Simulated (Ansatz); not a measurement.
A run for Ansatz (an electronic-structure program): R-r2SCAN/def2-TZVPP on Cl2CrO2 (SMILES [O]=[Cr](=[O])([Cl])[Cl]).

Ansatz 0.2 input:
```yaml
crystal:
  periodic: [false, false, false]
  atoms:
    - {symbol: Cr, position_ang: [0.12478840, -0.00000000, -0.00000000]}
    - {symbol: O, position_ang: [1.02283020, 0.89424365, 0.89424365]}
    - {symbol: O, position_ang: [1.02283020, -0.89424365, -0.89424365]}
    - {symbol: Cl, position_ang: [-1.08522440, 1.23145559, -1.23145559]}
    - {symbol: Cl, position_ang: [-1.08522440, -1.23145559, 1.23145559]}
basis:
  gaussian:
    orbitals: def2-TZVPP
hamiltonian:
  xc: {name: r2SCAN}
scf: {lower_state_search: off}
```

Output:

```
WARN ansatz: RAYON_NUM_THREADS=4 ignored (pool sized by the plan → 4); use --threads N
Functional definition: r2SCAN
these checks for a lower state are left out or cut short: stability, starts, cluster_reference, orbital_swaps, neighbouring_geometries, increment
integrals: 0.18 GiB planned
1309 factors; their error is unknown
mean field: 1.03 GiB planned
mean field evaluation 1: about -57549.4624 eV, gradient 8.9e1 eV
mean field evaluation 2: about -57140.1149 eV, gradient 4.8e2 eV
mean field evaluation 4: about -57543.5570 eV, gradient 1.1e2 eV
mean field evaluation 8: about -57563.3197 eV, gradient 4.1e-3 eV
mean field -57563.29695140 eV, -2115.4121451599 hartree, gradient 2.7e-6 eV, S^2 0.000000; 0 other end points of the search recorded, 0 dependent functions left out
reference -57563.29696487 eV, -2115.4121456550 hartree; 37, 37 occupied and 173, 173 virtual orbitals, 1309 factors
Total energy: -57563.29696487 eV, -2115.4121456550 hartree
Checks for a lower state left out: stability, starts, cluster_reference, orbital_swaps, neighbouring_geometries, increment
```

The calculation finished and met its thresholds.

Cost: about 5 core-seconds (a rough figure).
